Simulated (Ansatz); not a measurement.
zinc atom (Zn), singlet.

Input for Ansatz (a quantum-chemistry and plane-wave program):
Ansatz 0.2 input:
```yaml
crystal:
  periodic: [false, false, false]
  atoms:
    - {symbol: Zn, position_ang: [0.00000000, 0.00000000, 0.00000000]}
basis:
  gaussian:
    orbitals: 6-31G*
hamiltonian:
  xc: b3lyp
accuracy: high
```

Task: What does this run give for the total energy, number of basis functions?

Result: 
The total energy is -1779.0902 Eh. The number of basis functions is 36.
